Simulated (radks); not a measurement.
Task: These are the eigenvalues of the occupied orbitals of an atom or ion with whole-number occupations (eV). All-electron calculation, scalar-relativistic Kohn-Sham, PBEsol, spin-polarised, spherical densities, finite nucleus; Fermi nuclear charge, rms radius of each element as measured or else 0.836 A^(1/3) + 0.57 fm. Program: a radial shooting solver on a logarithmic mesh with Libxc functionals.

orbital  eigenvalue
1s        -35121.50
2s        -6096.882
2p        -5551.921
3s        -1800.919
3p        -1624.358
3d        -1366.803
4s        -807.2616

Which element is it, and in what charge state? The configuration may be excited. Open shells, if any, are filled with parallel spins first.

Result: Z = 54, xenon, charge +24: Xe24+ in [Ar] 3d10 4s2. The list shows which subshells hold electrons but not how many an open one holds; the 1s level, -1290.7 hartree, gives Z - s = 50.8 by -(Z - s)^2/2, which with screening and relativity narrows Z to a few neighbours, and the depths of the outer levels then fix element, charge and occupations together.
